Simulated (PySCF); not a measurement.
# One molecule, several mistakes: BCClH4

Calculated results; nothing here was measured. They come from PySCF 2.14.0, an open-source quantum chemistry program, on an isolated molecule that a program drew, which may never have been made. The molecule is BCClH4 (charge 0, singlet), drawn as the SMILES string `CBCl`.

Each row is a Hartree-Fock (HF) and frozen-core CCSD(T) single point in the cc-pV(D+d)Z basis, meant for a local HF minimum. Run 1 is clean. Each other run has one planted mistake out of seven kinds, and not every kind appears here: one electron removed, one electron added, multiplicity raised by two, geometry at a saddle point, minimal basis STO-3G, one bond length entered in bohr, all coordinates scaled. The reference is restricted for singlets and unrestricted otherwise, and also for a bond in bohr. Adding or removing an electron swaps singlet and doublet. Electrons count all cores. HOMO and LUMO are orbital energies over both spins, the gradient is its largest component, and the lowest frequency (negative if imaginary) is given only where the gradient is small. Bond lengths are over the 6 bonds as drawn. T1 is the CCSD diagnostic: over 0.02 (restricted) or 0.045 (unrestricted) a single reference is doubtful.

Geometry of the clean run:
```xyz
7
BCClH4, angstrom
C    -1.5159    0.8659   -1.3779
B    -1.8984    0.1843   -0.0221
Cl   -1.1899    0.7041    1.5162
H    -1.0991    0.1075   -2.0515
H    -2.4257    1.2320   -1.8677
H    -0.8051    1.6868   -1.2857
H    -2.6800   -0.7173    0.0436
```

```
run  electrons  basis functions  <S^2>  HOMO (eV)  LUMO (eV)  gradient (hartree/bohr)  lowest frequency (cm^-1)  mean bond (Å)  longest bond (Å)      T1  HF (hartree)  CCSD(T) (hartree)               mistake
  1         32               71  0.000     -11.69       2.62                  1.5e-05                        46         1.3024             1.772  0.0113    -524.43397         -524.85384              no fault
  2         32               23  0.000     -10.25       6.00                  1.7e-02                         -         1.3024             1.772  0.0110    -518.72839         -518.85482  minimal basis STO-3G
  3         33               71  0.763       0.73      10.18                  4.5e-02                         -         1.3024             1.772  0.0089    -524.37104         -524.80477                     ?
  4         32               71  0.855      -9.76       1.64                  4.0e-02                         -         1.5344             2.957  0.0399    -524.29333         -524.69419                     ?
```

**Which mistake was planted in run 3, and what did it cost?**

It counts 33 electrons, one more than the clean run, at the same geometry and basis. So the mistake is: one electron added. Subtracting run 1 and multiplying by 627.51 kcal/mol a hartree, the energy moved by 39.5 kcal/mol in HF and 30.8 kcal/mol in CCSD(T).

**Which mistake was planted in run 4, and what did it cost?**

The mean bond changes by a factor of 1.178 and the longest by 1.669, so the molecule wasn't scaled as a whole. A length L in bohr read as angstrom grows by (1/0.5292 - 1) L = 0.890 L. The 6 bonds together grew by 6 x 0.2320 = 1.392 Å, which gives L = 1.565 Å. That is bond C1-B2, 1.565 Å in the clean geometry. So the mistake is: one bond length entered in bohr. Subtracting run 1 and multiplying by 627.51 kcal/mol a hartree, the energy moved by 88.3 kcal/mol in HF and 100.2 kcal/mol in CCSD(T).

Cautions from the logs. Run 3: the HOMO is above zero, so the electron isn't bound and the energy depends on the basis.
